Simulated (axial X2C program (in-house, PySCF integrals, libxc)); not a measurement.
Working with the constants of CsBr⁺

A bond curve at the CCSD(T) level, two-component, was computed with an in-house relativistic program for diatomic molecules (basis Cs dyall-cv3z [15s15p9d4f1g], Br dyall-cv3z [8s9p6d4f1g] (cores contracted in-house)) for the state Ω = 3/2 (⟨Sz⟩ = 0.50, ⟨Lz⟩ = 1.00 at HF). Its fit gives Re = 3.7986 Å, ωe = 51.6 cm⁻¹, ωexe = 0.613 cm⁻¹ and αe = 2.654e-04 cm⁻¹; the masses are 132.9054 and 78.9183 u. Two-component means X2C with spin–orbit coupling and atomic mean-field Coulomb and Gaunt terms.

Correlated methods: 15 electrons correlated (number of frozen shells: Cs 4 s, 3 p, 2 d; Br 3 s, 2 p, 1 d), 311 virtual spin orbitals or spinors in MP2, 90 natural virtuals in coupled cluster.

Problem. Find the reduced mass, Be and the force constant.

Solution. From the CCSD(T) values: μ = 49.5160 u. Be = 16.8576/(μ Re²) = 0.02359 cm⁻¹. k = 5.8918×10⁻⁷ μ ωe² = 0.0777 mdyn/Å.

Problem. Estimate the centrifugal constant by the Kratzer relation.

Solution. D = 4Be³/ωe² = 1.97e-08 cm⁻¹.

Problem. Where do the fundamental and the first overtone lie?

Solution. ν(1←0) = ωe − 2ωexe = 50.4 cm⁻¹; ν(2←0) = 2ωe − 6ωexe = 99.5 cm⁻¹.

Problem. A Morse curve ties αe to the other constants (Pekeris). How well does that hold?

Solution. αe(Morse) = 6Be²/ωe × (√(ωexe/Be) − 1) = 2.652e-04 cm⁻¹; the CCSD(T) curve gives 2.654e-04 cm⁻¹, a ratio of 1.00.

Problem. Estimate De from a Morse curve and compare with the computed well depth of 0.156 eV to Cs+ + Br.

Solution. De(Morse) = ωe²/(4ωexe) = 0.135 eV against 0.156 eV computed, a ratio of 0.87. For De the Morse form works well here.

The state is one determinant whose occupation by symmetry is held fixed; it was picked as the lowest of a PBE0 search that is not exhaustive. De is counted from the lowest determinant-based energies of the atoms at the same level, without counterpoise correction. Coupled cluster ran in a truncated set of natural virtual spinors; the MP2 energy of the rest was added. (T) has no such correction and the atoms are truncated less, which lowers De at CCSD(T) by a hundredth of an eV or more. Other states lie close and PBE0, whose exact exchange favours high spin, may order them wrongly; the determinant shown need not be the ground state. The nearest other 2c determinant of the search, Ω = 1/2, lies 0.17 eV up at the distance of the search. The levels of this run spread widely (ωe from 50 to 69 cm⁻¹), so these constants depend on the method. The bond is weak, and without diffuse functions and with truncated virtuals even CCSD(T) can be tens of per cent off in De.
